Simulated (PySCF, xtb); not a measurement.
Al(AsH2)(Me)2 (C2H8AlAs), SMILES [CH3][Al]([CH3])[AsH2].

GFN2-xTB (xtb 6.7.1) at its own geometry gives an orbital gap of 3.70 eV and a dipole moment of 0.86 D.

Geometry: PBE-D3(BJ)/def2-SVP. The structure was generated by enumeration; whether it is a known compound was not checked.

Question: What does r2SCAN/def2-TZVP (PySCF) give? (Estimate from the structure and the level; the computed values follow.)

Answer: gap 4.61 eV (levels -5.97 and -1.36 eV), dipole 1.36 D.
